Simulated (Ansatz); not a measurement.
# Ansatz input wanted

[SiH2O2F2]+ has 7 atoms, charge +1, and is taken as a doublet. As SMILES of the parent species, `O[Si](O)(F)F`. Geometry: optimised at PBE0/def2-SVP. This is one conformer, not always the lowest.

```xyz
7

O    -0.8706    0.7444    0.6788
Si    0.0093    0.1121   -0.5996
O     1.2475   -0.1952    0.4869
F    -0.6204   -1.1811   -1.2217
F     0.4152    1.2326   -1.6033
H    -1.5080    0.2521    1.2374
H     1.3883   -1.0330    0.9758
```

Settings wanted:

| Setting | Value |
| --- | --- |
| basis set | def2-SVP |
| integral approximation | automatic |
| task | energy |
| method | DFT |
| functional | B2PLYP |
| dispersion | none |
| reference | UKS |
| relativity | none |
| accuracy | medium |
| frozen core orbitals | 9 |

Write the Ansatz 0.2.0 input and the command.

One that was run (others would do as well):

run.yaml:
```yaml
crystal:
  periodic: [false, false, false]
  atoms:
    - symbol: O
      position_ang: [-0.870580, 0.744390, 0.678806]
    - symbol: Si
      position_ang: [0.009293, 0.112115, -0.599579]
    - symbol: O
      position_ang: [1.247482, -0.195169, 0.486936]
    - symbol: F
      position_ang: [-0.620381, -1.181051, -1.221720]
    - symbol: F
      position_ang: [0.415157, 1.232625, -1.603254]
    - symbol: H
      position_ang: [-1.508036, 0.252110, 1.237445]
    - symbol: H
      position_ang: [1.388265, -1.033020, 0.975765]
basis:
  gaussian:
    orbitals: def2-SVP
correlation:
  frozen_orbitals: {F: 1, H: 0, O: 1, Si: 5}
magnetization:
  spin_polarized: true
  initial_magnetization: 1
total_charge: 1
hamiltonian:
  xc: {name: B2PLYP}
```

```bash
$ ansatz run run.yaml --threads 1 --pin off --max-ram 3480MiB --events-out events.jsonl --progress --plain --runs-dir runs
```

Calculated total energy: -639.85849 Eh.
